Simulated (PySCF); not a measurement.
C5H9PS.
Numbering: `[CH3:1][P:2]1(=[S:3])[CH2:4][CH:5]=[CH:6][CH2:7]1` (hydrogens: H8, H9, H10 on C1; H11, H12 on C4; H13 on C5; H14 on C6; H15, H16 on C7)

The same species was optimised twice, with GFN2-xTB and with PBE0-D3(BJ)/def2-SVP (PySCF), and the same property calculations (PySCF, gas phase) were run on both structures.

| coordinate | GFN2-xTB | PBE0-D3(BJ)/def2-SVP | change |
| --- | --- | --- | --- |
| C5=C6 (Å) | 1.324 | 1.341 | +0.017 |
| C1–P2 (Å) | 1.836 | 1.821 | -0.015 |
| P2=S3 (Å) | 1.937 | 1.943 | +0.006 |
| C6–C7 (Å) | 1.496 | 1.501 | +0.005 |
| P2–C4 (Å) | 1.855 | 1.851 | -0.004 |
| C4–C5 (Å) | 1.496 | 1.500 | +0.004 |
| P2–C7 (Å) | 1.855 | 1.852 | -0.003 |
| C4–P2–C7 (°) | 92.9 | 93.6 | +0.7 |
| C1–P2–S3 (°) | 115.3 | 114.8 | -0.5 |
| S3–P2–C7 (°) | 118.6 | 119.0 | +0.4 |
| C1–P2–C4 (°) | 104.0 | 103.7 | -0.3 |
| C1–P2–C7 (°) | 104.0 | 103.7 | -0.3 |
| C5–C6–C7 (°) | 117.2 | 116.9 | -0.3 |
| C4–C5–C6 (°) | 117.2 | 116.9 | -0.3 |
| S3–P2–C4 (°) | 118.6 | 118.8 | +0.2 |

Rotational constants: A = 3147, B = 1347, C = 1305 MHz (GFN2-xTB) against A = 3159, B = 1339, C = 1305 MHz (PBE0-D3(BJ)/def2-SVP). Point groups within 0.08 Å: Cs and Cs.

On the GFN2-xTB structure: lowest triplet, Tamm–Dancoff (eV) 4.37 [CAM-B3LYP/def2-SVPD]; isotropic polarisability (au) 101.0 [CAM-B3LYP/def2-SVPD]; HOMO (eV) -7.64 [CAM-B3LYP/def2-SVPD]; LUMO (eV) 0.87 [CAM-B3LYP/def2-SVPD]; dipole (D) 5.00 [CAM-B3LYP/def2-SVPD]; HOMO (eV) -6.39 [PBE0/pcSseg-1]; LUMO (eV) -0.17 [PBE0/pcSseg-1]; dipole (D) 4.75 [PBE0/pcSseg-1]; GIAO shielding of C1 (ppm) 163.6 [PBE0/pcSseg-1]; GIAO shielding of P2 (ppm) 272.2 [PBE0/pcSseg-1]; GIAO shielding of S3 (ppm) 730.1 [PBE0/pcSseg-1]; GIAO shielding of C4/C7 (mean) (ppm) 142.0 [PBE0/pcSseg-1]; GIAO shielding of C5/C6 (mean) (ppm) 51.1 [PBE0/pcSseg-1].

Task: What do these properties become on the PBE0-D3(BJ)/def2-SVP structure?

Result: 
| property | level | on GFN2-xTB | on PBE0-D3(BJ)/def2-SVP | change |
| --- | --- | --- | --- | --- |
| lowest triplet, Tamm–Dancoff (eV) | CAM-B3LYP/def2-SVPD | 4.37 | 4.21 | -0.16 |
| isotropic polarisability (au) | CAM-B3LYP/def2-SVPD | 101.0 | 101.9 | +0.9 |
| HOMO (eV) | CAM-B3LYP/def2-SVPD | -7.64 | -7.65 | -0.01 |
| LUMO (eV) | CAM-B3LYP/def2-SVPD | 0.87 | 0.77 | -0.10 |
| dipole (D) | CAM-B3LYP/def2-SVPD | 5.00 | 5.00 | 0.00 |
| energy, GFN2-xTB geometry as zero (kcal/mol) | CAM-B3LYP/def2-SVPD | 0.0 | -0.6 | -0.6 |
| HOMO (eV) | PBE0/pcSseg-1 | -6.39 | -6.39 | 0.00 |
| LUMO (eV) | PBE0/pcSseg-1 | -0.17 | -0.29 | -0.12 |
| dipole (D) | PBE0/pcSseg-1 | 4.75 | 4.76 | +0.01 |
| energy, GFN2-xTB geometry as zero (kcal/mol) | PBE0/pcSseg-1 | 0.0 | -0.4 | -0.4 |
| GIAO shielding of C1 (ppm) | PBE0/pcSseg-1 | 163.6 | 162.2 | -1.4 |
| GIAO shielding of P2 (ppm) | PBE0/pcSseg-1 | 272.2 | 272.5 | +0.3 |
| GIAO shielding of S3 (ppm) | PBE0/pcSseg-1 | 730.1 | 726.9 | -3.2 |
| GIAO shielding of C4/C7 (mean) (ppm) | PBE0/pcSseg-1 | 142.0 | 141.6 | -0.4 |
| GIAO shielding of C5/C6 (mean) (ppm) | PBE0/pcSseg-1 | 51.1 | 46.9 | -4.2 |

The heavy atoms differ by 0.011 Å rms after alignment. Among bonds between heavy atoms C5=C6 changes most (+0.017 Å). Changes are differences of the printed values. Neither structure is proved a minimum here.
